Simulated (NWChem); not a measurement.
CH₃F₂NbS; SMILES [S]=[Nb]([F])([F])[CH3]

Not confirmed as a minimum by frequencies. def2 effective core potentials on Nb; no spin-orbit coupling.

Q: Give the equilibrium geometry at PBE0/def2-SVP with def2 effective core potentials on Nb (NWChem) as an XYZ file, with the point group.

A: point group Cs; any orientation.
```
8

Nb     0.0089    -0.1543     0.0000
S     -0.1022     1.9754     0.0000
F      0.7538    -0.7674     1.5859
F      0.7538    -0.7674    -1.5859
C     -2.0252    -0.7536     0.0000
H     -2.5492    -0.3756    -0.8933
H     -2.0538    -1.8591     0.0000
H     -2.5492    -0.3756     0.8933
```
